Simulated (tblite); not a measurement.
Species: C₅H₁₃PSSi.
Structure used (GFN2-xTB), in Å, numbered top down from 1:
```
atom  x, y, z in Å
C1     0.597   -1.414   -1.001
C2     0.222   -0.895    0.373
C3    -1.134   -0.151    0.477
Si4   -2.530   -0.609   -0.728
C5    -0.607    1.295    0.357
P6     1.070    0.697    0.893
C7     2.355    1.227   -0.315
S8     1.591    0.911    2.746
H9     0.468   -0.646   -1.760
H10    1.636   -1.742   -1.010
H11   -0.032   -2.263   -1.266
H12    0.331   -1.696    1.111
H13   -1.500   -0.288    1.500
H14   -2.788   -2.045   -0.630
H15   -3.709    0.169   -0.352
H16   -2.134   -0.253   -2.092
H17   -1.087    2.024    1.008
H18   -0.611    1.672   -0.667
H19    2.568    2.277   -0.112
H20    2.030    1.103   -1.344
H21    3.256    0.645   -0.128
```

Computed with GFN2-xTB (tblite): harmonic, unscaled wavenumbers at the GFN2-xTB geometry, gas phase. Errors from tens to a few hundred cm⁻¹ against measured bands are possible. Modes of hydrogen on silicon can be 10 to 20 % off. One conformer, not necessarily the lowest.

Harmonic wavenumbers (cm⁻¹): 43.1, 117.5, 131.8, 138.9, 152.0, 185.5, 207.3, 225.4, 266.3, 273.8, 288.2, 348.1, 463.9, 546.5, 561.0, 625.3, 679.1, 709.5, 738.3, 765.2, 770.0, 782.9, 801.3, 815.1, 822.8, 874.3, 932.0, 1003.2, 1007.2, 1029.3, 1067.8, 1123.7, 1144.1, 1176.2, 1235.9, 1265.3, 1290.6, 1294.7, 1403.1, 1407.8, 1423.1, 1436.3, 1492.0, 1495.9, 2255.1, 2280.6, 2284.7, 2923.1, 2936.1, 2965.1, 2991.5, 2993.6, 2996.2, 3012.8, 3019.5, 3024.8, 3034.9.

A = 2110, B = 729.7, C = 652.5 MHz; mass 164.024 u (most abundant isotopes); point group C1, symmetry number 1.

**Question.** Zero-point energy?

**Answer.** Half the sum of the wavenumbers: 35640 cm⁻¹ = 101.90 kcal/mol.

**Question.** Give the ideal-gas entropy at 350 K and 1 bar in the rigid-rotor, harmonic-oscillator model (classical rotation).

**Answer.** Translation 42.02, rotation 30.63, vibration 40.57: S = 113.2 cal/(mol K).

**Question.** And Cp and H(350 K) − H(0)?

**Answer.** Cp = 51.08 cal/(mol K), of which vibrations give 43.13 (their classical limit is 57 R = 113.3); H(350 K) − H(0) = 10.44 kcal/mol without the zero-point energy, 7.66 from vibrations.

**Question.** How do the functions run with temperature in this model?

**Answer.** 
```json
{"T (K)": "50", "S (cal/(mol K))": "59.8", "Cp (cal/(mol K))": "13.0", "H − H(0) (kcal/mol)": "0.49", "G − H(0) (kcal/mol)": "-2.51", "ln q(vib)": "0.44"}
{"T (K)": "100", "S (cal/(mol K))": "71.5", "Cp (cal/(mol K))": "21.2", "H − H(0) (kcal/mol)": "1.35", "G − H(0) (kcal/mol)": "-5.80", "ln q(vib)": "1.63"}
{"T (K)": "298.15", "S (cal/(mol K))": "105.5", "Cp (cal/(mol K))": "45.1", "H − H(0) (kcal/mol)": "7.94", "G − H(0) (kcal/mol)": "-23.52", "ln q(vib)": "7.78"}
{"T (K)": "373.15", "S (cal/(mol K))": "116.6", "Cp (cal/(mol K))": "53.6", "H − H(0) (kcal/mol)": "11.65", "G − H(0) (kcal/mol)": "-31.85", "ln q(vib)": "10.14"}
{"T (K)": "500", "S (cal/(mol K))": "134.0", "Cp (cal/(mol K))": "65.5", "H − H(0) (kcal/mol)": "19.23", "G − H(0) (kcal/mol)": "-47.75", "ln q(vib)": "14.08"}
{"T (K)": "750", "S (cal/(mol K))": "163.8", "Cp (cal/(mol K))": "81.8", "H − H(0) (kcal/mol)": "37.79", "G − H(0) (kcal/mol)": "-85.10", "ln q(vib)": "21.49"}
{"T (K)": "1000", "S (cal/(mol K))": "188.9", "Cp (cal/(mol K))": "92.4", "H − H(0) (kcal/mol)": "59.65", "G − H(0) (kcal/mol)": "-129.28", "ln q(vib)": "28.30"}
```

q(vib) and H(0) count from the zero-point level.

**Question.** What must be added to the electronic energy to get the Gibbs energy at 350 K and 1 bar?

**Answer.** ZPE + [H(350 K) − H(0)] − T·S = 101.90 + 10.44 − 39.63 = 72.71 kcal/mol.

Hindered rotation and anharmonicity are outside this model. Other conformers, if any are populated, would add a mixing term that is left out. The structure is chiral; the term R ln 2 for an equal mix with its mirror image is left out.
